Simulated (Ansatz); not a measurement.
CH₆AlNOSi, relaxed with RKS PBE-D4/def2-SVP in Ansatz from a rough embedded geometry. The force threshold is 0.03 eV/Å; the program also tests the step.

Total charge 0; spin multiplicity 1. The bonds changed during the relaxation, so this is another structure than the one it started from.

Start:

```xyz
11

N     0.763    1.324    1.115
C     1.333    0.837   -0.120
Al    0.121   -0.521   -0.962
O    -0.688   -2.134   -1.030
Si   -2.060   -1.298   -0.633
H     1.406    2.031    1.544
H     0.836    0.503    1.836
H     2.296    0.398    0.040
H     1.442    1.741   -0.779
H    -2.479   -1.637    0.735
H    -2.969   -1.245   -1.747
```

**Question.** How much energy does the relaxation release, and in how many steps? (Best estimate.)

**Answer.** Computed: 1.53 eV, in 13 steps, 1 of them rejected.

**Question.** Which bonds change most? (Estimate.)

**Answer.** Ansatz gave: N1–Al3 from 2.852 to 2.060 Å; N1–C2 from 1.445 to 1.531 Å; O4–Si5 from 1.655 to 1.730 Å; Si5–H11 from 1.439 to 1.512 Å.

**Question.** Give the relaxed structure. (An estimate is asked.)

**Answer.** Computed: 
```xyz
11

N     0.896    0.860    1.042
C     1.529    0.933   -0.350
Al   -0.174   -0.014   -0.486
O    -0.546   -1.744   -0.221
Si   -2.133   -1.205   -0.648
H     0.800    1.759    1.531
H     1.381    0.206    1.669
H     2.536    0.477   -0.391
H     1.578    1.983   -0.692
H    -3.169   -1.400    0.437
H    -2.699   -1.855   -1.891
```
